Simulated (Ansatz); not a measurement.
```yaml
crystal:
  periodic: [false, false, false]
  atoms:
    - {symbol: Na, position_ang: [-2.571309, -2.853649, 0.003170]}
    - {symbol: Na, position_ang: [-2.322503, 0.000752, -2.305900]}
    - {symbol: Na, position_ang: [-2.321752, 0.017064, 2.324513]}
    - {symbol: Na, position_ang: [-2.564854, 2.869830, 0.022093]}
    - {symbol: Na, position_ang: [-0.016623, -2.865541, -2.576803]}
    - {symbol: Na, position_ang: [0.004104, -2.858162, 2.562045]}
    - {symbol: Na, position_ang: [2.558935, -2.866294, -0.013393]}
    - {symbol: Na, position_ang: [-0.004997, 2.865572, -2.551744]}
    - {symbol: Na, position_ang: [2.294857, -0.023973, -2.332436]}
    - {symbol: Na, position_ang: [-0.001149, 0.001408, 0.009649]}
    - {symbol: Na, position_ang: [0.014185, 2.855857, 2.579320]}
    - {symbol: Na, position_ang: [2.329659, 0.002035, 2.314747]}
    - {symbol: Na, position_ang: [2.573446, 2.847000, 0.001138]}
basis:
  gaussian: {orbitals: "6-31G*"}
total_charge: 1
hamiltonian: {xc: {name: B2PLYP}}
scf: {omitted_lower_state_checks: [starts]}
output: {forces: true}
```

```sh
$ ansatz run in.yaml --threads 4 --pin off --events-out ev --progress --plain --max-ram 9574MiB
```

It prints (some lines left out):

```
Functional definition: B2PLYP
2067 factors; integrals over basis functions are off by at most 3.5e-4 eV
mean field evaluation 1: about -57357.6765 eV, gradient 1.7e1 eV
mean field evaluation 2: about -57358.5209 eV, gradient 1.6e1 eV
mean field evaluation 4: about -57360.6090 eV, gradient 1.3e0 eV
mean field evaluation 8: about -57360.6579 eV, gradient 2.0e-2 eV
mean field evaluation 16: about -57360.6580 eV, gradient 1.9e-3 eV
mean field -57360.65796431 eV, -2107.9652997379 hartree, gradient 9.0e-6 eV, S^2 0.000000; 0 other end points of the search recorded, 0 dependent functions left out; unrestricted orbitals would lower it
13 core orbitals not correlated: weight in the atoms' cores, before any rotation towards them, 1.000 or more for the frozen orbitals, at most 0.000 for the correlated occupied ones
reference -57360.65817449 eV, -2107.9653074621 hartree; 58, 58 occupied and 176, 176 virtual orbitals, 2067 factors
second order -9.36289311 eV of doubles, -0.00000000 eV of singles
mean field evaluation 32: about -57359.9921 eV, gradient 9.4e-1 eV
Total energy: -57363.18615563 eV, -2108.0582090554 hartree
Atom 0 at    -2.571309    -2.853649     0.003170 Å, force     0.030859     0.023704    -0.001139 eV/Å
Atom 1 at    -2.322503     0.000752    -2.305900 Å, force     0.011077    -0.000442     0.010218 eV/Å
Atom 2 at    -2.321752     0.017064     2.324513 Å, force     0.011149     0.000724    -0.010221 eV/Å
Atom 3 at    -2.564854     2.869830     0.022093 Å, force     0.031256    -0.023255     0.001742 eV/Å
Atom 4 at    -0.016623    -2.865541    -2.576803 Å, force     0.000469     0.022679     0.032387 eV/Å
Atom 5 at     0.004104    -2.858162     2.562045 Å, force    -0.000026     0.024895    -0.031265 eV/Å
Atom 6 at     2.558935    -2.866294    -0.013393 Å, force    -0.031637     0.022933    -0.001871 eV/Å
Atom 7 at    -0.004997     2.865572    -2.551744 Å, force    -0.000676    -0.025616     0.031148 eV/Å
Atom 8 at     2.294857    -0.023973    -2.332436 Å, force    -0.010157     0.000613     0.010909 eV/Å
Atom 9 at    -0.001149     0.001408     0.009649 Å, force     0.000867    -0.000319    -0.001678 eV/Å
Atom 10 at     0.014185     2.855857     2.579320 Å, force    -0.001472    -0.021743    -0.031809 eV/Å
Atom 11 at     2.329659     0.002035     2.314747 Å, force    -0.010239    -0.001090    -0.009990 eV/Å
Atom 12 at     2.573446     2.847000     0.001138 Å, force    -0.031470    -0.023083     0.001568 eV/Å
Dipole moment:    -0.000561     0.000721     0.001125 e Å
Checks for a lower state left out: starts
```

Hardware: 4 threads of Intel Xeon on a shared host. Wall time 2.4 min, peak host memory 1.4 GiB.

The 6-31G sets use Cartesian d functions. Correlated methods freeze 13 core orbitals; core or outer-core shells of Na are correlated, in sets that lack core-valence functions. The restricted singlet is unstable: a solution with broken spin symmetry lies lower.

The dipole of an ion depends on the origin.
